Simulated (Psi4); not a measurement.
Interaction energy of HCl ··· Br- (SMILES Cl and [Br-]) (charge -1). Monomers: optimised at B3LYP-D3(BJ) (def2-TZVP), held rigid. Orientation: lowest of the rigid-body minima from ten starts at GFN2-xTB. Only R, the distance of the centres of mass, is varied, so the lowest point isn't the relaxed dimer.

Calculation: Psi4 with SAPT0/jun-cc-pVDZ, frozen core.

Components in kcal/mol:

| R / Å | electrostatics | exchange | induction | dispersion | total |
|---|---|---|---|---|---|
| 3.09 | -35.26 | 54.41 | -24.89 | -6.80 | -12.54 |
| 3.29 | -26.58 | 31.30 | -15.82 | -4.48 | -15.58 |
| 3.53 | -19.75 | 16.14 | -9.49 | -2.78 | -15.88 |
| 3.70 | -16.47 | 10.12 | -6.78 | -2.02 | -15.16 |
| 3.97 | -12.88 | 4.85 | -4.16 | -1.26 | -13.45 |
| 4.26 | -10.32 | 2.23 | -2.60 | -0.77 | -11.47 |
| 4.80 | -7.37 | 0.55 | -1.24 | -0.32 | -8.38 |
| 5.45 | -5.31 | 0.11 | -0.61 | -0.12 | -5.93 |
| 6.50 | -3.47 | 0.01 | -0.25 | -0.03 | -3.75 |
| 7.79 | -2.27 | 0.00 | -0.11 | -0.01 | -2.39 |
